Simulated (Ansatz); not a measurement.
Computed with Ansatz on PBE0-D4/def2-TZVP structures; ΔE is electronic, products minus reactants. CBS: MP2 limit from def2 TZ/QZ plus the TZ coupled-cluster correction, frozen cores. DFT in def2-TZVPP. B3LYP here is the variant with VWN-RPA as its local correlation; programs differ in this. For Mg outer-core shells are correlated without core-valence functions, which leaves a few kJ/mol of doubt a bond. One conformer a species, not always the lowest.

`CC1([SiH3])BO1` + `[F][Mg][SH]` → `C[S][Mg][F]` + `[SiH3]C1BO1`  (substitution at a C–C bond)

Q: Is it downhill or uphill in electronic energy at CCSD(T)/CBS, and by how much? (An estimate is asked.)

A: Computed: Uphill: ΔE = +42.1 kJ/mol.

Q: What do these levels give: r2SCAN-D4, PBE0-D4, B3LYP-D4, ωB97X-V, B2PLYP, PBE0, SCS-MP2/def2-TZVPP, CCSD/def2-TZVPP, CCSD(T)/def2-TZVPP, MP2/def2-QZVPP, HF/CBS(def2), CCSD/CBS(def2)? (Estimate.)

A: Ansatz gave: r2SCAN-D4 43.1, PBE0-D4 41.2, B3LYP-D4 40.1, ωB97X-V 41.6, B2PLYP 39.3, PBE0 38.9, SCS-MP2/def2-TZVPP 41.7, CCSD/def2-TZVPP 43.5, CCSD(T)/def2-TZVPP 44.1, MP2/def2-QZVPP 43.4, HF/CBS(def2) 37.5, CCSD/CBS(def2) 41.5 kJ/mol.

Largest T1 diagnostic among the species: 0.016.

In def2-TZVPP, CCSD(T) changes the Hartree–Fock value by +6.9 kJ/mol (the triples alone add +0.6 kJ/mol) and MP2 by +7.2 kJ/mol. The D4 term adds +3.9 kJ/mol with B3LYP and +2.3 kJ/mol with PBE0; it sums over pairs of atoms, weighted by their polarisabilities, and B3LYP, whose exchange is more repulsive, gets the larger term.
